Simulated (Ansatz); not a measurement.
`FC1=C[SiH2]1`, relaxed with RKS PBE0-D4/def2-TZVP in Ansatz 0.2.0 from a PBE-D4/def2-SVP geometry. The force threshold is 0.005 eV/Å; the program also tests the step.

The species carries charge 0 and has multiplicity 1.

Start:

```xyz
7

F     0.986   -1.944    0.754
C     0.464   -0.813    0.289
C     0.861    0.169   -0.533
Si   -0.852    0.449    0.134
H     1.730    0.452   -1.143
H    -1.118    1.459    1.213
H    -2.071    0.228   -0.715
```

Problem. How much energy does the relaxation release, and in how many steps? (An estimate is asked.)

Solution. The calculation gave: 0.04 eV, in 4 steps.

Problem. Which bonds change most? (An estimate is asked.)

Solution. Computed: C2–Si4 from 1.830 to 1.796 Å; C3–Si4 from 1.859 to 1.829 Å; Si4–H7 from 1.502 to 1.484 Å; Si4–H6 from 1.502 to 1.484 Å.

Problem. Give the relaxed structure. (Estimate.)

Solution. Computed: 
```xyz
7

F     0.985   -1.916    0.737
C     0.451   -0.797    0.286
C     0.846    0.170   -0.527
Si   -0.838    0.444    0.131
H     1.711    0.431   -1.121
H    -1.109    1.440    1.197
H    -2.047    0.228   -0.702
```
